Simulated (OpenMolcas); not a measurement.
## Tc4+: ligand-field states by method

Tc4+ with 6 ligands (chloride) in octahedral coordination (Oh) at 2.5 Å. A charge of +0.333 e stands 2.4 Å behind each ligand. Ligand basis ANO-RCC-VDZP.

```
Program             : OpenMolcas
Basis               : ANO-RCC-VDZP [6s5p3d1f]
Scalar Hamiltonian  : DKH2, point nucleus
Active space        : 3 electrons in 5 orbitals (4d)
State averaging     : 2S+1 = 4 even, 10 roots; 2S+1 = 2 even, 40 roots
Spin-orbit coupling : state interaction with AMFI integrals over the reference wave functions
```

I. CASSCF
II. SS-CASPT2, IPEA 0.25 Eh, imaginary shift 0.1 Eh (closed shells correlated: 4s 4p and the ligand valence shells)

Spin-free states (labels of O, the rotations of Oh) in cm-1, each column counted from its own energy of the first state listed:

```
   State  Degeneracy      I     II
     4A2           1      0      0
      2E           2  14410   9960
     2T1           3  15087  10050
     4T2           3  19075  23300
     2T2           3  21892  16340
     4T1           3  25702  28140
     2A1           1  30212  29240
2S+1 = 2           3  30745  30040
2S+1 = 2           3  32285  31530
      2E           2  34137  32380
```

From I to II, I's first state of the same spin (4T2) moves from 19075 to 23300 cm-1, by about +4200 cm-1.

From I to II, I's first state of another spin (2E) moves from 14410 to 9960 cm-1, by about -4500 cm-1.

χT at 300 K: I 1.75, II 1.76 cm3 K/mol.

Roots that are degenerate in the reference are averaged as groups; the widest CASPT2 spread within a group is 720 cm-1 (the 3-fold group of multiplicity 2 near 52500 cm-1 above the lowest state of its run, II). Shifts and gaps below about the spread of the groups concerned are not significant. Over all roots computed the reference weight is 0.62 to 0.63 in II; a low but even weight reflects the number of correlated electrons. The least metal-like active orbital is 70 % on the metal (Löwdin) and no ligand orbital is active, so the numbers are rough. Ligand-to-metal charge-transfer states are missing. With no ligand orbital active B as a rule stays too high, so bands that hang on it stand too high and its fall with covalency is understated. Without dynamic correlation the repulsion within the d shell is too large (B by tens of per cent), so at a given field states of lower spin stand too high (holds for I). With metal d orbitals alone the field can be off either way by tens of per cent (holds for I). These CASPT2 states fit no ligand-field parameters well, so their order and spin gaps are uncertain (holds for II). With one d shell and no ligand orbital active, 10Dq can be off by a tenth or more (holds for II). The distance lies 4 % over the 2.41 Å that this model takes as the normal distance (a Shannon-type radius plus a fixed donor radius); by an R⁻⁵ law this alone changes a d-shell field by about -17 %. No measured value stands beside these numbers; the geometry is a model, was not optimised and need not be the one that this ion takes.
